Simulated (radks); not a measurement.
Values are calculated unless marked as measured or tabulated.
Q: Ba III, 54 electrons, occupied as [Xe]. Code: a radial shooting solver on a logarithmic mesh with Libxc functionals. Model: non-relativistic Kohn-Sham, PBE, spin-polarised, spherical densities, point nucleus; relativity is left out, which matters for an element this heavy. Some entries of the table are withheld. Estimate them.

orbital,occ.,eigenvalue (hartree),<1/r> (bohr^-1)
1s,2,-1307.499,55.47
2s,2,-201.4498,12.78
2p,6,-190.1066,12.79
3s,2,-42.85096,4.710
3p,6,(1),4.640
3d,10,(2),4.517
4s,2,-8.72830,1.970
4p,6,(3),1.874
4d,10,(4),1.660
5s,2,-1.59239,0.7686
5p,6,-1.13082,0.6770

A: 
(1) 3p eigenvalue (hartree): -37.99985
(2) 3d eigenvalue (hartree): -28.97192
(3) 4p eigenvalue (hartree): -6.95723
(4) 4d eigenvalue (hartree): -3.87822
